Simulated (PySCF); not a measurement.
HIn, triplet, at a GFN2-xTB geometry (such geometries of metal compounds can be far from the true shape) (the spin is typed, not shown lowest) (core potentials on In); PySCF with SVWN5/def2-TZVP.

The PySCF input:
```python
from pyscf import gto, scf, dft

mol = gto.Mole()
mol.atom = '''
    In   -0.00000000   -0.00000000   -0.03944113
    H     0.00000000    0.00000000    1.93261555
'''
mol.basis = 'def2-tzvp'
mol.ecp = {'In': 'def2-tzvp'}
mol.spin = 2
mol.verbose = 4
mol.symmetry = True
mol.build()

mf = dft.UKS(mol)
mf.xc = 'lda,vwn'
mf.kernel()
mf.analyze()
```

What the program printed (banner, timings and long lists left out):

```
PySCF version 2.14.0

[INPUT] verbose = 4
[INPUT] num. atoms = 2
[INPUT] num. electrons = 22
[INPUT] charge = 0
[INPUT] spin (= nelec alpha-beta = 2S) = 2
[INPUT] symmetry True subgroup None
[INPUT] Mole.unit = angstrom
[INPUT] Symbol           X                Y                Z      unit          X                Y                Z       unit  Magmom
[...]
nuclear repulsion = 5.63509230846245
point group symmetry = Coov
symmetry origin: [0.00000000e+00 0.00000000e+00 6.80301405e-09]
symmetry axis x: [1. 0. 0.]
symmetry axis y: [0. 1. 0.]
symmetry axis z: [0. 0. 1.]
num. orbitals of irrep A1 = 20
num. orbitals of irrep E1x = 11
num. orbitals of irrep E1y = 11
num. orbitals of irrep E2x = 5
num. orbitals of irrep E2y = 5
num. orbitals of irrep E3x = 2
num. orbitals of irrep E3y = 2
number of shells = 20
number of NR pGTOs = 99
number of NR cGTOs = 56
basis = def2-tzvp
ecp = {'In': 'def2-tzvp'}

******** <class 'pyscf.dft.uks_symm.SymAdaptedUKS'> ********
method = SymAdaptedUKS
initial guess = minao
damping factor = 0
level_shift factor = 0
DIIS = <class 'pyscf.scf.diis.CDIIS'>
diis_start_cycle = 1
diis_space = 8
diis_damp = 0
SCF conv_tol = 1e-09
SCF conv_tol_grad = None
SCF max_cycles = 50
direct_scf = True
direct_scf_tol = 1e-13
number electrons alpha = 12  beta = 10
XC library pyscf.dft.libxc version 7.1.2
    S. Lehtola, C. Steigemann, M. J. T. Oliveira, and M. A. L. Marques,  SoftwareX 7, 1–5 (2018)
XC functionals = lda,vwn
    P. A. M. Dirac,  Math. Proc. Cambridge Philos. Soc. 26, 376 (1930)
    F. Bloch,  Z. Phys. 57, 545 (1929)
    S. H. Vosko, L. Wilk, and M. Nusair,  Can. J. Phys. 58, 1200 (1980)
radial grids:
    Treutler-Ahlrichs [JCP 102, 346 (1995); DOI:10.1063/1.469408] (M4) radial grids

becke partition: Becke, JCP 88, 2547 (1988); DOI:10.1063/1.454033
pruning grids: <function nwchem_prune>
grids dens level: 3
symmetrized grids: True
atomic radii adjust function: <function treutler_atomic_radii_adjust>
small_rho_cutoff = 0
Freeze 0 electrons in irreps []
    22 free electrons in irreps A1 E1x E1y E2x E2y E3x E3y
Set gradient conv threshold to 3.16228e-05
tot grids = 31688
init E= -157.790502310153

cycle= 1 E= -189.404019567687  delta_E= -31.6  |g|= 1.52  |ddm|=   31

cycle= 2 E= -186.716071476119  delta_E= 2.69  |g|= 3.42  |ddm|= 7.03

cycle= 3 E= -190.29811205576  delta_E= -3.58  |g|= 0.136  |ddm|= 3.28

cycle= 4 E= -190.303714077127  delta_E= -0.0056  |g|= 0.0376  |ddm|= 0.243

cycle= 5 E= -190.304138632787  delta_E= -0.000425  |g|= 0.0161  |ddm|= 0.071

cycle= 6 E= -190.304222785548  delta_E= -8.42e-05  |g|= 0.0108  |ddm|= 0.0333

cycle= 7 E= -190.304239474348  delta_E= -1.67e-05  |g|= 0.0107  |ddm|= 0.021

cycle= 8 E= -190.304244782326  delta_E= -5.31e-06  |g|= 0.0102  |ddm|= 0.00461

cycle= 9 E= -190.304245130052  delta_E= -3.48e-07  |g|= 0.0102  |ddm|= 0.000648

cycle= 10 E= -190.304246683252  delta_E= -1.55e-06  |g|= 0.00982  |ddm|= 0.00337

cycle= 11 E= -190.304247200064  delta_E= -5.17e-07  |g|= 0.00979  |ddm|= 0.00115

cycle= 12 E= -190.30424669634  delta_E= 5.04e-07  |g|= 0.00988  |ddm|= 0.000843

cycle= 13 E= -190.304249261211  delta_E= -2.56e-06  |g|= 0.0093  |ddm|= 0.00456

cycle= 14 E= -190.304246875622  delta_E= 2.39e-06  |g|= 0.00964  |ddm|= 0.00485

cycle= 15 E= -190.304246092046  delta_E= 7.84e-07  |g|= 0.00972  |ddm|= 0.00121

cycle= 16 E= -190.304246423997  delta_E= -3.32e-07  |g|= 0.00961  |ddm|= 0.00178

cycle= 17 E= -190.304247371923  delta_E= -9.48e-07  |g|= 0.00972  |ddm|= 0.0022

cycle= 18 E= -190.304247711013  delta_E= -3.39e-07  |g|= 0.00973  |ddm|= 0.00153

cycle= 19 E= -190.304247749544  delta_E= -3.85e-08  |g|= 0.00954  |ddm|= 0.00249

cycle= 20 E= -190.304247503884  delta_E= 2.46e-07  |g|= 0.00955  |ddm|= 0.00184

cycle= 21 E= -190.304249608342  delta_E= -2.1e-06  |g|= 0.00912  |ddm|= 0.00458

cycle= 22 E= -190.304245394232  delta_E= 4.21e-06  |g|= 0.01  |ddm|= 0.00772

cycle= 23 E= -190.30424630189  delta_E= -9.08e-07  |g|= 0.00992  |ddm|= 0.00234

[...]
SCF not converged.
Total Energy =                        -190.304247456348207
[...]
alpha MO #43 (E2x #5), energy= 2.07589404941491 occ= 0
alpha MO #44 (E2y #5), energy= 2.07589404941491 occ= 0
alpha MO #45 (E3x #2), energy= 2.07741124093294 occ= 0
alpha MO #46 (E3y #2), energy= 2.07741124093294 occ= 0
alpha MO #47 (E1x #10), energy= 2.12428764921845 occ= 0
alpha MO #48 (E1y #10), energy= 2.12428764921845 occ= 0
alpha MO #49 (A1 #15), energy= 2.14860919151129 occ= 0
alpha MO #50 (A1 #16), energy= 2.29240775772034 occ= 0
alpha MO #51 (A1 #17), energy= 2.63130761128093 occ= 0
alpha MO #52 (A1 #18), energy= 37.1862277032478 occ= 0
alpha MO #53 (E1x #11), energy= 38.4640011157937 occ= 0
alpha MO #54 (E1y #11), energy= 38.4640011157937 occ= 0
alpha MO #55 (A1 #19), energy= 38.5243983981091 occ= 0
alpha MO #56 (A1 #20), energy= 125.021395777474 occ= 0
beta  MO #1 (A1 #1), energy= -4.47472974107079 occ= 1
beta  MO #2 (A1 #2), energy= -2.91699885268586 occ= 1
beta  MO #3 (E1x #1), energy= -2.90965475496344 occ= 1
beta  MO #4 (E1y #1), energy= -2.90965475496344 occ= 1
beta  MO #5 (A1 #3), energy= -0.68915237783669 occ= 1
beta  MO #6 (E2x #1), energy= -0.684820833009305 occ= 1
beta  MO #7 (E2y #1), energy= -0.684820833009305 occ= 1
beta  MO #8 (E1x #2), energy= -0.680191113588841 occ= 1
beta  MO #9 (E1y #2), energy= -0.680191113588841 occ= 1
beta  MO #10 (A1 #4), energy= -0.335911766496089 occ= 1
beta  MO #11 (A1 #5), energy= -0.1924735888668 occ= 0
beta  MO #12 (E1x #3), energy= -0.0766457148441759 occ= 0
beta  MO #13 (E1y #3), energy= -0.0766457148441759 occ= 0
beta  MO #14 (A1 #6), energy= 0.00921375911067557 occ= 0
beta  MO #15 (A1 #7), energy= 0.0588444039730511 occ= 0
beta  MO #16 (E1x #4), energy= 0.0721630523431571 occ= 0
beta  MO #17 (E1y #4), energy= 0.0721630523431571 occ= 0
beta  MO #18 (A1 #8), energy= 0.124117407668448 occ= 0
beta  MO #19 (E1x #5), energy= 0.14651653546487 occ= 0
beta  MO #20 (E1y #5), energy= 0.14651653546487 occ= 0
beta  MO #21 (E2x #2), energy= 0.157589214770462 occ= 0
beta  MO #22 (E2y #2), energy= 0.157589214770462 occ= 0
beta  MO #23 (A1 #9), energy= 0.253330282188564 occ= 0
beta  MO #24 (A1 #10), energy= 0.328224446994253 occ= 0
beta  MO #25 (A1 #11), energy= 0.47613777779102 occ= 0
beta  MO #26 (E1x #6), energy= 0.495105963885105 occ= 0
beta  MO #27 (E1y #6), energy= 0.495105963885105 occ= 0
beta  MO #28 (E1x #7), energy= 0.650911784175095 occ= 0
beta  MO #29 (E1y #7), energy= 0.650911784175095 occ= 0
beta  MO #30 (E2x #3), energy= 0.67204599199744 occ= 0
beta  MO #31 (E2y #3), energy= 0.67204599199744 occ= 0
beta  MO #32 (E3x #1), energy= 0.678160761438688 occ= 0
beta  MO #33 (E3y #1), energy= 0.678160761438688 occ= 0
beta  MO #34 (A1 #12), energy= 0.812767435336264 occ= 0
beta  MO #35 (E1x #8), energy= 0.92259705885234 occ= 0
beta  MO #36 (E1y #8), energy= 0.92259705885234 occ= 0
beta  MO #37 (E2x #4), energy= 0.923204601039426 occ= 0
beta  MO #38 (E2y #4), energy= 0.923204601039426 occ= 0
beta  MO #39 (A1 #13), energy= 0.946239284410502 occ= 0
beta  MO #40 (E1x #9), energy= 1.54290067350716 occ= 0
beta  MO #41 (E1y #9), energy= 1.54290067350716 occ= 0
beta  MO #42 (A1 #14), energy= 1.88669904908412 occ= 0
beta  MO #43 (E2x #5), energy= 2.08782783888076 occ= 0
beta  MO #44 (E2y #5), energy= 2.08782783888076 occ= 0
beta  MO #45 (E3x #2), energy= 2.08995560559744 occ= 0
beta  MO #46 (E3y #2), energy= 2.08995560559744 occ= 0
beta  MO #47 (E1x #10), energy= 2.14354306839655 occ= 0
beta  MO #48 (E1y #10), energy= 2.14354306839655 occ= 0
beta  MO #49 (A1 #15), energy= 2.16716760461081 occ= 0
beta  MO #50 (A1 #16), energy= 2.35721856302335 occ= 0
beta  MO #51 (A1 #17), energy= 2.68144346352347 occ= 0
beta  MO #52 (A1 #18), energy= 37.1886991714032 occ= 0
beta  MO #53 (E1x #11), energy= 38.4672397483454 occ= 0
beta  MO #54 (E1y #11), energy= 38.4672397483454 occ= 0
beta  MO #55 (A1 #19), energy= 38.5254510726686 occ= 0
beta  MO #56 (A1 #20), energy= 125.021866276196 occ= 0
In total            12.00000 | 10.00000
Dipole moment(X, Y, Z, Debye):  0.00000,  0.00000, -0.16463
```

Convergence was not reached.
